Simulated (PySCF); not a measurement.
**Simulated characterisation data**

Level of theory: structure optimised with GFN2-xTB, σ from GIAO-PBE0/pcSseg-1, J: B3LYP/pcJ-1 (spin–dipole term left out of most H,H and C,H couplings), in PySCF 2.14 (non-relativistic Hamiltonian, rapidly exchanging positions averaged, one conformer, no solvent model).

Chemical shifts δ = σref − σ; 1H (31.72 ppm) and 13C (186.93 ppm) against TMS, all at this level. Multiplet labels drop J under 1 Hz and among equivalent protons, and merge close values. Unscaled 3J(H,H) run several per cent high. Where no couplings were computed, multiplicities follow the n + 1 count of equivalent neighbours, and m marks all less simple cases (inequivalent or close neighbours, rings, F or P nearby). Shifts are as computed. Against solution values, carbons near 30 ppm lie about +3 ppm off and those near 130 ppm about +5 ppm (rms about the fit 2.1 ppm; single classes can miss by 10 ppm). Of 1328 compounds with measured shifts, 309 miss one by over three times the rms of a fit or turn the order of signals round; such compounds aren't used in these exercises. Signals without a measured value on file couldn't be tested in this way; 1H shifts scatter by 0.2 ppm about their fit, and single ones miss by 0.5 ppm. OH and NH positions are gas-phase values without hydrogen bonding to other molecules.

**1.** `O=Cc1ccc[nH]1`, C5H5NO. 1H NMR (500 MHz, computed): δ 9.82 (s, 1H), 8.91 (br s, 1H), 7.04 (m, 1H), 7.00 (m, 1H), 6.53 (m, 1H). 13C{1H} NMR (computed): δ 182.6 (CH), 137.2 (C), 127.8 (CH), 124.7 (CH), 116.5 (CH).

**2.** SMILES C(#N)[C@@H]1C=COC1, C5H5NO. 1H NMR (500 MHz, computed): δ 6.48 (t, J = 3.1 Hz, 1H), 5.00 (t, J = 3.2 Hz, 1H), 4.76 (m, 1H), 4.76 (m, 1H), 3.83 (m, 1H). 13C{1H} NMR (computed): δ 158.5 (CH), 125.1 (C), 101.5 (CH), 76.5 (CH2), 33.7 (CH).
